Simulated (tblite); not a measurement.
Problem. What does the GFN2-xTB structure of `C[S+]c1ccc(=O)oc1` [radical] look like in three dimensions? (Charge +1 and doublet state.)

Solution. 
```
atom  x, y, z in Å
C1     2.765   -0.206   -0.145
S2     1.737    1.182    0.359
C3     0.113    0.603    0.204
C4    -0.283   -0.701   -0.225
C5    -1.598   -1.009   -0.300
C6    -2.644   -0.057    0.038
O7    -3.820   -0.210    0.005
O8    -2.159    1.217    0.462
C9    -0.905    1.498    0.531
H10    3.794    0.136   -0.063
H11    2.557   -0.478   -1.177
H12    2.612   -1.052    0.521
H13    0.459   -1.439   -0.487
H14   -1.940   -1.984   -0.617
H15   -0.692    2.509    0.872
```

Orientation and origin are arbitrary. Atoms count from 1 in this order. C9 (carbon bonded to C, O and H) is planar (angles 123.9°, 121.8° and 114.2°, sum 360.0°, 0.00 Å off the plane of its three neighbours). The 2 C–S bonds span 1.731 Å (S2–C3, drawn single) to 1.798 Å (C1–S2, drawn single), a spread of 0.067 Å. C3 (carbon bonded to 2 C and S) is planar (angles 126.3°, 117.0° and 116.7°, sum 360.0°, 0.00 Å off the plane of its three neighbours). The 9 heavy atoms lie in one plane (0.006 Å rms).

Bonds between heavy atoms (Å): C1–S2 1.798, S2–C3 1.731, C3–C4 1.429, C4–C5 1.353, C5–C6 1.455, C6=O7 1.186, C6–O8 1.428, O8–C9 1.287, C3–C9 1.394.

Structure optimised with GFN2-xTB, isolated species. This method treats the open shell by occupation alone, without spin polarisation.

Point group: Cs (tolerance 0.08 Å). Its GFN2-xTB frequencies are all real (lowest 61 cm⁻¹). Torsions: C1–S2–C3–C4 0°.

One conformer stands for the species.

The numbers are calculated, not measured.
